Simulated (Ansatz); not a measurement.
The cluster Ca2Si2⁺. Total charge 1; doublet. Geometry r2SCAN-D4/def2-TZVP.

Cartesian coordinates in Å:
```
Ca -1.705 0.941 -0.625
Ca 0.235 -1.998 -0.371
Si 1.207 0.755 -0.440
Si 0.263 0.302 1.437
```

Another isomer (doublet) lies 0.58 eV lower at PBE0-D4/def2-TZVP; other spin states weren't run for this one.

Q: Estimate the α-spin orbital energies around the gap (eV) in Ansatz with PBE-D4/def2-TZVP, BLYP-D4/def2-TZVP, r2SCAN-D4/def2-TZVP, B97M-V/def2-TZVP, PBE0-D4/def2-TZVP.

A: 
| orbital | PBE-D4/def2-TZVP | BLYP-D4/def2-TZVP | r2SCAN-D4/def2-TZVP | B97M-V/def2-TZVP | PBE0-D4/def2-TZVP |
| --- | --- | --- | --- | --- | --- |
| HOMO−9 | -31.66 | -31.52 | -32.59 | -33.06 | -34.35 |
| HOMO−8 | -31.59 | -31.45 | -32.51 | -33.01 | -34.27 |
| HOMO−7 | -31.58 | -31.44 | -32.49 | -32.97 | -34.27 |
| HOMO−6 | -31.54 | -31.40 | -32.45 | -32.92 | -34.22 |
| HOMO−5 | -16.01 | -15.89 | -16.37 | -16.65 | -17.68 |
| HOMO−4 | -12.00 | -11.89 | -12.10 | -12.31 | -13.08 |
| HOMO−3 | -9.39 | -9.18 | -9.41 | -9.54 | -10.21 |
| HOMO−2 | -9.24 | -9.03 | -9.26 | -9.38 | -9.95 |
| HOMO−1 | -8.24 | -8.11 | -8.23 | -8.37 | -8.96 |
| HOMO | -7.34 | -7.21 | -7.39 | -7.29 | -7.95 |
| LUMO | -6.83 | -6.66 | -6.61 | -6.74 | -6.02 |
| LUMO+1 | -6.71 | -6.55 | -6.51 | -6.59 | -5.88 |
| LUMO+2 | -6.15 | -6.15 | -5.77 | -6.42 | -5.65 |
| LUMO+3 | -5.93 | -5.83 | -5.61 | -5.92 | -5.07 |
| LUMO+4 | -5.70 | -5.61 | -5.39 | -5.65 | -4.72 |
| LUMO+5 | -5.45 | -5.41 | -5.04 | -5.51 | -4.71 |
| β HOMO | -8.17 | -8.05 | -8.15 | -8.29 | -8.88 |
| β LUMO | -6.75 | -6.62 | -6.55 | -6.91 | -5.94 |
